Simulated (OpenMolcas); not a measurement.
5s2 5p along the 49-electron sequence

* Program: OpenMolcas
* Method: RASSCF
* Basis: ANO-RCC-VQZP
* Scalar Hamiltonian: DKH2, point nucleus
* Spin-orbit coupling: RASSI with atomic mean-field integrals over the reference wave functions, term energies averaged over their components

Active space for each ion: 3 electrons in 9 orbitals (RAS2 5s 5p; RAS3 5d, at most 2 electrons).

Computed levels in cm-1 above 2P* 1/2:

| Level | Sb2+ | Te3+ | I4+ | Xe5+ |
| --- | --- | --- | --- | --- |
| 2P* 3/2 | 5576 | 7811 | 10384 | 13435 |
| weight of 2P* in the lowest level (%) | 100 | 100 | 100 | 100 |

Measured, with the error of the calculation in %. Measured levels: Sb2+, Te3+ from Moore, Atomic Energy Levels, vol. III, NSRDS-NBS 35 (1971 reprint of NBS Circular 467, 1958); Xe5+ from Saloman, J. Phys. Chem. Ref. Data 33, 765 (2004).

| Level | Sb2+ | Te3+ | Xe5+ |
| --- | --- | --- | --- |
| 2P* 3/2 | 6576 (-15.2) | 9223 (-15.3) | 15599 (-13.9) |

The fine-structure level 2P* 3/2 changes by a factor of 2.41 from Sb2+ to Xe5+. Its fourth root runs 8.64, 9.40, 10.09, 10.77, with steps per unit of Z of 0.76, 0.69, 0.67; equal steps would mean a (Z - σ)^4 law with constant σ.

The run also gave levels led by 5s 5p 5d, which use shells meant for correlation; these and all levels above them are left out (holds for Sb2+). Active for correlation alone: 5d; no level in the range computed is led by a configuration that fills it, so any true level of that kind is missing (holds for Te3+; I4+; Xe5+). Measured partners are found by configuration, term and J. A level has none where our copy of the source lacks it or the pairing is in doubt (some pairs that miss far off the trend of their configuration count as doubtful), and it then counts in no deviation. Only configurations of the active space appear.

* marks odd parity.
